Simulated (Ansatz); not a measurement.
C₂H₈AlNSi. Charge 0, multiplicity 1. The bonds changed during the relaxation, so this is another structure than the one it started from. Geometry: relaxed with PBE0-D4/def2-TZVP. It is one conformer, not always the lowest.

```xyz
13

C     1.924    0.163    0.185
N     0.758   -0.253   -0.067
C    -0.209   -0.561    0.977
Si   -1.692    0.522    0.330
Al   -0.417    0.023   -1.721
H     2.298    0.230    1.207
H     2.567    0.473   -0.635
H     0.199   -0.414    1.981
H    -0.509   -1.607    0.855
H    -2.968   -0.091    0.799
H    -1.558    1.850    1.002
H    -0.710   -1.442   -2.283
H     0.318    1.107   -2.631
```

Q: What is the dipole moment at r2SCAN/def2-TZVPP? (An estimate is asked.)

A: The calculation gave: 4.03 D, with components (2.86, -0.26, 2.83) D in this frame, pointing from negative to positive charge.

Q: And with PBE, B3LYP, ωB97M-V? (An estimate is asked.)

A: The calculation gave: PBE 3.90 D, B3LYP 4.02 D, ωB97M-V 4.13 D.

Q: Give the Mulliken charges with r2SCAN, B3LYP, ωB97M-V in def2-TZVPP. (An estimate is asked.)

A: Computed: 
| atom | r2SCAN | B3LYP | ωB97M-V |
| --- | --- | --- | --- |
| C1 | 0.02 | -0.07 | -0.02 |
| N2 | -0.09 | -0.07 | -0.11 |
| C3 | -0.13 | -0.19 | -0.26 |
| Si4 | 0.06 | 0.08 | 0.00 |
| Al5 | 0.33 | 0.29 | 0.22 |
| H6 | 0.08 | 0.11 | 0.11 |
| H7 | 0.11 | 0.14 | 0.14 |
| H8 | 0.06 | 0.08 | 0.10 |
| H9 | 0.11 | 0.13 | 0.16 |
| H10 | -0.08 | -0.08 | -0.03 |
| H11 | -0.08 | -0.08 | -0.04 |
| H12 | -0.19 | -0.17 | -0.14 |
| H13 | -0.19 | -0.18 | -0.14 |

B3LYP here is the variant with VWN-RPA as its local correlation; programs differ in this.
